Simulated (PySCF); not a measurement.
C₂H₇FGe. Atoms are numbered in the order given.

```xyz
11

Ge     0.5380     0.3995    -0.1722
F      1.2038    -0.8568     0.8636
C     -1.2346    -0.2336    -0.7095
C     -2.1309    -0.5624     0.4884
H      0.4799     1.6703     0.7026
H      1.5247     0.5525    -1.3483
H     -1.6868     0.5428    -1.3508
H     -1.0837    -1.1199    -1.3478
H     -1.6669    -1.3279     1.1295
H     -2.3111     0.3268     1.1146
H     -3.1128    -0.9435     0.1644
```

Coordinates come from a B3LYP-D3(BJ)/def2-SVP optimisation. Other conformers were not sampled.

Calculation: PBE/def2-TZVP run with PySCF.

Isolated molecule, no solvent.

```json
{
 "total_energy": "-2256.84946 hartree",
 "highest_occupied_level": "-7.18 eV",
 "lowest_empty_level": "-0.58 eV",
 "orbital_gap": "6.60 eV",
 "dipole_moment": "2.35 D",
 "quadrupole, principal values (traceless, Buckingham form, about the centre of nuclear charge)": "-3.58, 1.17, 2.42 D·Å",
 "mean_static_polarisability": "56.2 bohr³ (8.33 Å³)",
 "polarisability_principal_values": "49.2, 53.4, 66.0 bohr³"
}
```
